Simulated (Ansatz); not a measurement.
Input file for Ansatz (an electronic-structure program): R-r2SCAN/def2-TZVPP on GeH2 (SMILES [GeH2]), atoms moved off the minimum.

Ansatz 0.2 input:
```yaml
crystal:
  periodic: [false, false, false]
  atoms:
    - {symbol: Ge, position_ang: [0.08852783, -0.07595889, 0.12409510]}
    - {symbol: H, position_ang: [-0.10003730, -1.04809526, -1.05936936]}
    - {symbol: H, position_ang: [-0.12190620, 1.12160410, -0.93348142]}
basis:
  gaussian:
    orbitals: def2-TZVPP
hamiltonian:
  xc: {name: r2SCAN}
scf: {lower_state_search: off}
output: {forces: true}
```

What total energy does the run end on?

-2078.1255 hartree.
